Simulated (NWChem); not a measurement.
C$_{4}$H$_{9}$O, doublet; SMILES C[CH]OCC

```xyz
14

C     -0.3388     2.4341     0.0110
C      0.4761     1.1939    -0.0465
O     -0.2361     0.0295    -0.0279
C      0.5365    -1.1661    -0.0251
C     -0.4036    -2.3556     0.0193
H     -1.1446     2.4151    -0.7539
H     -0.8446     2.5836     0.9988
H      0.2947     3.3239    -0.1735
H      1.4952     1.1534     0.3869
H      1.2224    -1.1670     0.8573
H      1.1806    -1.1972    -0.9358
H      0.1714    -3.3026     0.0255
H     -1.0729    -2.3590    -0.8637
H     -1.0352    -2.3234     0.9294
```
Atoms are numbered in this order, from 1.

Computed with NWChem. Spin-unrestricted. Medium grid unless said otherwise, to which SCAN and Minnesota functionals are sensitive. Structure relaxed at the PBE-D3(BJ)/def2-SVP, spin-unrestricted level. No stability test was run on the SCF state. Total energies of different functionals are on different scales.

```json
[
 {"level": "B3LYP/def2-SVP", "energy (Ha)": "-232.8341", "highest occupied level (eV)": "-4.34", "lowest empty minus highest occupied level, either spin (eV)": "3.74", "dipole (D)": "1.07", "<S²>": "0.753"},
 {"level": "PBE/def2-SVP", "energy (Ha)": "-232.5247", "highest occupied level (eV)": "-3.17", "lowest empty minus highest occupied level, either spin (eV)": "1.75", "dipole (D)": "1.01", "<S²>": "0.752"},
 {"level": "PW6B95/def2-SVP", "energy (Ha)": "-233.1049", "highest occupied level (eV)": "-4.67", "lowest empty minus highest occupied level, either spin (eV)": "4.30", "dipole (D)": "1.09", "<S²>": "0.753"},
 {"level": "RPBE/def2-SVP", "energy (Ha)": "-232.8362", "highest occupied level (eV)": "-3.16", "lowest empty minus highest occupied level, either spin (eV)": "1.83", "dipole (D)": "1.01", "<S²>": "0.753"},
 {"level": "SCAN/def2-SVP", "energy (Ha)": "-232.7335", "highest occupied level (eV)": "-3.62", "lowest empty minus highest occupied level, either spin (eV)": "2.69", "dipole (D)": "1.05", "<S²>": "0.754"},
 {"level": "B97-2/def2-SVP", "energy (Ha)": "-232.7495", "highest occupied level (eV)": "-4.28", "lowest empty minus highest occupied level, either spin (eV)": "3.73", "dipole (D)": "1.10", "<S²>": "0.754"},
 {"level": "LC-wPBE (HJS exchange hole, range parameter 0.4 per bohr)/def2-SVP", "energy (Ha)": "-232.6769", "highest occupied level (eV)": "-7.45", "lowest empty minus highest occupied level, either spin (eV)": "9.80", "dipole (D)": "1.13", "<S²>": "0.754"},
 {"level": "LC-BLYP (range parameter 0.33 per bohr)/def2-SVP", "energy (Ha)": "-232.2079", "highest occupied level (eV)": "-6.83", "lowest empty minus highest occupied level, either spin (eV)": "8.66", "dipole (D)": "1.09", "<S²>": "0.753"}
]
```
